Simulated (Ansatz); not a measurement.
`O[SiH2]C(O)(F)F` + `[AsH3]` → `O[SiH2][AsH2]` + `OC(F)F`  (ligand exchange at the Si–C bond)

Program: Ansatz. Geometries: PBE0-D4/def2-TZVP. ΔE: electronic, gas phase. CBS: MP2 limit from def2 TZ/QZ plus the TZ coupled-cluster correction, frozen cores. DFT in def2-TZVPP. For As outer-core shells are correlated without core-valence functions, which leaves a few kJ/mol of doubt a bond. Scalar relativity is left out up to krypton. One conformer a species, not always the lowest.

**Question.** Is it downhill or uphill in electronic energy at CCSD(T)/CBS, and by how much? (Best estimate.)

**Answer.** Computed: Downhill: ΔE = -13.0 kcal/mol.

**Question.** What do these levels give: r2SCAN-D4, B97M-V, r2SCAN0-D4, BHLYP-D4, MP2/def2-SVP, CCSD(T)/def2-SVP? (Best estimate.)

**Answer.** The calculation gave: r2SCAN-D4 -12.4, B97M-V -12.8, r2SCAN0-D4 -13.7, BHLYP-D4 -13.0, MP2/def2-SVP -12.2, CCSD(T)/def2-SVP -11.0 kcal/mol.

**Question.** What do rigid-rotor, harmonic-oscillator terms from PBE0-D4/def2-TZVP frequencies (298.15 K, 1 bar) make of the CCSD(T)/CBS value? (Estimate.)

**Answer.** Ansatz gave: ΔZPE = +3.0 kcal/mol, ΔH = -10.3 kcal/mol, ΔS = 19 J/(mol·K), ΔG = -11.7 kcal/mol.

Largest T1 diagnostic among the species: 0.012.

At CCSD(T), def2-SVP lies +1.9 kcal/mol from the extrapolated value and def2-TZVPP −0.0 kcal/mol. From PBE to PBE0 (25 % exact exchange), in def2-TZVPP and without D4, ΔE moves by −1.2 kcal/mol. Leaving LDA and LC-ωPBE aside and taking each functional with its dispersion term where it has one, the values, not all of them listed here, spread over 4.1 kcal/mol, from PBE-QIDH to BLYP-D4. LDA lies +1.1 kcal/mol from PBE without D4.
